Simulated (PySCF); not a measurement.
C2H8F2Si2, SMILES CC([SiH2]F)[SiH2]F.

The structure is a stationary point at B3LYP-D3(BJ)/def2-SVP. The structure was generated by enumeration, and PubChem lists no compound with its InChIKey, so it may never have been made. The values are those of a single conformer.

Level of theory: TDDFT-PBE/def2-SVPD (PySCF).

Vertical excitations. Isolated molecule, no solvent.

| state | energy (eV) | λ (nm) | f | main pairs |
|---|---|---|---|---|
| S1 | 6.30 | 197 | 0.028 | HOMO→LUMO 99 % |
| S2 | 6.80 | 182 | 0.009 | HOMO→LUMO+1 96 % |
| S3 | 6.91 | 180 | 0.004 | HOMO−1→LUMO 96 % |
| S4 | 7.05 | 176 | 0.004 | HOMO−2→LUMO 98 % |
| S5 | 7.19 | 172 | 0.001 | HOMO→LUMO+2 96 % |
| S6 | 7.30 | 170 | 0.002 | HOMO−3→LUMO 96 % |
| S7 | 7.48 | 166 | 0.004 | HOMO−1→LUMO+1 98 % |
| S8 | 7.62 | 163 | 0.008 | HOMO−2→LUMO+1 97 % |
| S9 | 7.80 | 159 | 0.044 | HOMO−1→LUMO+2 51 %, HOMO→LUMO+3 35 %, HOMO−3→LUMO+1 11 % |
| S10 | 7.84 | 158 | 0.068 | HOMO−1→LUMO+2 45 %, HOMO−3→LUMO+1 27 %, HOMO→LUMO+3 26 % |
| T1 | 5.99 | 207 | 0 | HOMO→LUMO 99 % |
| T2 | 6.61 | 188 | 0 | HOMO→LUMO+1 93 % |
| T3 | 6.67 | 186 | 0 | HOMO−1→LUMO 89 % |
| T4 | 6.78 | 183 | 0 | HOMO−2→LUMO 94 % |
Triplets are in the Tamm–Dancoff approximation, which puts them higher than full response would, so one can lie above its singlet here.
